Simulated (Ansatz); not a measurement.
**Two structures, one formula**

The two ends of one reaction step of TiH2ClF3, closed shell (PBE0-D4/def2-TZVP).

A:

Ti1  (-0.608, 0.603, 0.214)
Cl2  (1.991, -1.077, -0.555)
F3  (-1.121, -0.916, -0.500)
F4  (-2.003, 1.424, 0.845)
F5  (0.299, 1.708, -0.784)
H6  (1.197, -2.043, -0.839)
H7  (0.244, 0.301, 1.619)
(Å)

B:

| atom | x (Å) | y (Å) | z (Å) |
| --- | --- | --- | --- |
| Ti1 | -0.6082 | 0.1594 | -0.7207 |
| Cl2 | 0.5149 | -1.5933 | -1.3527 |
| F3 | -1.7686 | 0.5655 | -1.9461 |
| F4 | -1.4543 | -0.1754 | 0.7588 |
| F5 | 0.4640 | 1.5076 | -0.4995 |
| H6 | 1.6863 | -0.0245 | 1.7103 |
| H7 | 1.1661 | -0.4394 | 2.0498 |

Ansatz 0.2.0; basis: def2-TZVPP; cores frozen in the correlated methods. B3LYP uses VWN-RPA correlation.

(1) Which structure is lower at CCSD(T), and by how much? (Judge from chemistry; the value comes from the calculation.)

No T1 diagnostic of these runs exceeds 0.024.

Results:

(1) Computed: B, by 35.10 kcal/mol (electronic energy, against the other). By their contacts, A is a complex of TiHF₃ ([F][TiH]([F])[F]) + HCl and B is a complex of TiClF₃ ([F][Ti]([F])([F])[Cl]) + H₂.

All methods give the same order:

```
      method  E(B) − E(A) (kcal/mol)
       SPW92                  -35.71
      PBE-D4                  -37.75
     BLYP-D4                  -37.94
   r2SCAN-D4                  -39.18
      B97M-V                  -35.57
     PBE0-D4                  -35.43
    B3LYP-D4                  -35.90
  r2SCAN0-D4                  -36.38
    BHLYP-D4                  -33.36
CAM-B3LYP-D4                  -33.82
     wB97X-V                  -33.86
     wB97M-V                  -33.13
      B2PLYP                  -37.77
    PBE-QIDH                  -36.62
  RPA on PBE                  -33.84
          HF                  -31.68
         MP2                  -38.72
        CCSD                  -32.07
     CCSD(T)                  -35.10
```

Labels in which every atom is bracketed show which atoms are joined, not bond orders.

For scale, one of the runs: CCSD(T)/def2-TZVPP, 227 basis functions, launched by `ansatz run in.yaml --threads 8 --pin off --events-out ev --progress --plain --max-ram 19148MiB`. Hardware: 8 CPU threads of a Oxide Virtual Turin-like, shared host. Wall time 96 s; peak host memory 4.3 GiB.
